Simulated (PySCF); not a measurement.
Geometry:
```tsv
atom	x (Å)	y (Å)	z (Å)
O1	2.248	1.470	-0.552
C2	2.372	0.422	0.020
C3	1.195	-0.456	0.413
O4	1.325	-1.513	0.990
N5	0.012	0.094	0.039
C6	-1.218	-0.487	0.268
C7	-2.374	0.053	-0.099
F8	-2.425	1.238	-0.738
H9	3.348	0.001	0.311
H10	0.045	0.990	-0.440
H11	-1.183	-1.436	0.780
H12	-3.345	-0.378	0.068
```

- PBE0/pcSseg-1 with gauge-including orbitals
- GFN2-xTB structure
- run in PySCF
- non-relativistic Hamiltonian, gas phase, one computed conformer

δ = σ(ref) − σ, references computed at the same level: ¹³C (σref 186.93) and ¹H (σref 31.72) vs TMS; ¹⁷O (σref 336.08) against H2O; ¹⁵N (σref 267.73) against NH3; ¹⁹F (σref 170.95) against CFCl3.

```tsv
atoms	nucleus	count	δ (ppm)
O1	¹⁷O	1	?
F8	¹⁹F	1	?
C3	¹³C	1	157.4
C6	¹³C	1	112.8
H9	¹H	1	9.42
O4	¹⁷O	1	408.4
C7	¹³C	1	147.5
H10	¹H	1	8.33
N5	¹⁵N	1	139.3
H11	¹H	1	6.68
H12	¹H	1	?
C2	¹³C	1	?
```

Question: Estimate the values marked ?.

Answer: 
- C2: 197.3 ppm, aldehyde carbonyl carbon; low-lying n→π* states of the double bond to the heteroatom give a large paramagnetic term (-256 ppm)
- H12: 6.76 ppm, hydrogen on a β carbon of an enol-ether or enamine type C=C; attached to an sp2 carbon and in the plane of the double bond
- O1: 691.9 ppm, aldehyde oxygen
- F8: -153.7 ppm, vinylic fluorine

Exchangeable OH/NH protons stand at their gas-phase positions; hydrogen bonding in a real sample shifts them, mostly to higher δ. Shifts are as computed. Against solution values, carbons near 30 ppm lie about +3 ppm off and those near 130 ppm about +5 ppm. Of 1211 compounds with measured shifts, 218 miss one by over three times the rms of a fit or turn the order of signals round; such compounds aren't used in these exercises. Hydrogen bonding in solution shields acid and N–H amide carbonyl oxygens by tens of ppm. Hydrogen bonding in solution deshields acid and N–H amide carbonyl carbons by as much as 10 ppm beyond these values. Unscaled 19F shifts against computed CFCl3 carry errors that often reach 10 to 50 ppm. Unscaled 17O shifts of doubly bonded oxygen tend to come out too high, by tens of ppm or more. Experimental scales use liquid or dissolved standards, which lie at an offset from isolated NH3 (liquid NH3: subtract about 20 ppm) and H2O (liquid H2O: subtract about 36 ppm).
